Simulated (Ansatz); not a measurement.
An input meant for PPSbSb tetrahedron (Sb₂P₂) (charge 0, singlet).

```yaml
crystal:
  periodic: [false, false, false]
  atoms:
    - {symbol: P, position_ang: [-0.422740, -0.508100, 1.279787]}
    - {symbol: P, position_ang: [-0.120802, 1.422825, 0.188970]}
    - {symbol: Sb, position_ang: [1.596938, -0.405706, -0.276153]}
    - {symbol: Sb, position_ang: [-1.053396, -0.509019, -1.192614]}
basis:
  gaussian: {orbitals: def2-mTZVPP}
hamiltonian: {xc: {name: LC-wPBE}}
outputs: {forces: true}
```

```sh
$ ansatz run in.yaml --threads 4 --pin off --events-out ev --progress --plain --max-ram 3916MiB
```

Output, abridged:

```
Error: YAML parse error: error: line 11 column 1: unknown field `outputs`, expected one of crystal, accuracy, basis, kpoints, hamiltonian, magnetization, projection, total_charge, correlation, batch, efield, external_charges, scf, relax, neb, saddle, md, ramp, phonons, dielectric, real_time, elastic, magnetic_configurations, gw, evaluate, workflow, output, checkpoint, execution
 9 |   gaussian: {orbitals: def2-mTZVPP}
10 | hamiltonian: {xc: {name: LC-wPBE}}
11 | outputs: {forces: true}
```

Something in this input is off. What?

The input holds a key that doesn't belong there. The program refused the input.
